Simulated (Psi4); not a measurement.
Psi4 input (wB97X-D/6-31G*):

```
memory 1500 MB

molecule {
0 2
C    -0.03656800   -0.45071900   -0.08291100
F    -0.12060900   -1.30458200    0.93195000
Cl   -1.43146400    0.54752800   -0.25057900
Cl    1.50822200    0.30221000   -0.21354400
symmetry c1
no_reorient
no_com
}

set {
  basis 6-31G*
  reference uks
  scf_type pk
  dft_radial_points 99
  dft_spherical_points 590
  e_convergence 1e-8
  d_convergence 1e-7
  maxiter 150
}

e = energy('wb97x-d')
print_out(f'\nFINAL {e:.10f} DIPOLE {variable("CURRENT DIPOLE")[0]:.6f} {variable("CURRENT DIPOLE")[1]:.6f} {variable("CURRENT DIPOLE")[2]:.6f}\n')
```

From the output:

```

    Beta Virtual:

      25A     -0.019037    26A      0.071521    27A      0.150718
      28A      0.216472    29A      0.369985    30A      0.458182
      31A      0.489744    32A      0.493606    33A      0.506716
      34A      0.514198    35A      0.548769    36A      0.570118
      37A      0.603511    38A      0.643941    39A      0.724346
      40A      0.839350    41A      0.868173    42A      0.914159
      43A      0.922574    44A      0.924342    45A      0.931453
      46A      1.027705    47A      1.057852    48A      1.063611
      49A      1.142996    50A      1.148383    51A      1.237911
      52A      1.393163    53A      1.407658    54A      1.615693
      55A      1.654843    56A      1.798667    57A      1.899540
      58A      1.934555    59A      2.122707    60A      2.173915
      61A      2.225799    62A      2.524081    63A      2.575181
      64A      3.084631    65A      4.080202    66A      4.275798
      67A      4.343508    68A      4.467140

    Final Occupation by Irrep:
              A
    DOCC [    24 ]
    SOCC [     1 ]
    NA   [    25 ]
    NB   [    24 ]

  @UKS Final Energy: -1058.18810079613672

   => Energetics <=

    Nuclear Repulsion Energy =            199.2630387369007678
    One-Electron Energy =               -1857.2620825747053459
    Two-Electron Energy =                 652.3147780534902722
    DFT Exchange-Correlation Energy =     -52.5035173607805561
    Empirical Dispersion Energy =          -0.0003176510421034
    VV10 Nonlocal Energy =                  0.0000000000000000
    Total Energy =                      -1058.1881007961367231

  UHF NO Occupations:
  HONO-2 :   23  A 1.9996220
  HONO-1 :   24  A 1.9993023
  HONO-0 :   25  A 1.0000000
  LUNO+0 :   26  A 0.0006977
  LUNO+1 :   27  A 0.0003780
  LUNO+2 :   28  A 0.0003251
  LUNO+3 :   29  A 0.0001419

Computation Completed

Properties will be evaluated at   0.000000,   0.000000,   0.000000 [a0]

Properties computed using the SCF density matrix

 Multipole Moments:

 ------------------------------------------------------------------------------------
     Multipole            Electronic (a.u.)      Nuclear  (a.u.)        Total (a.u.)
 ------------------------------------------------------------------------------------

 L = 1.  Multiply by 2.5417464519 to convert [e a0] to [Debye]
 Dipole X            :          0.0075974           -0.0000057            0.0075917
 Dipole Y            :          0.0854485           -0.0000113            0.0854371
 Dipole Z            :         -0.0365909           -0.0000132           -0.0366041
 Magnitude           :                                                    0.0932577

 ------------------------------------------------------------------------------------

FINAL -1058.1881007961 DIPOLE 0.007592 0.085437 -0.036604

*** Psi4 exiting successfully. Buy a developer a beer!
```

The geometry given is a B3LYP-D3(BJ)/def2-TZVP minimum.
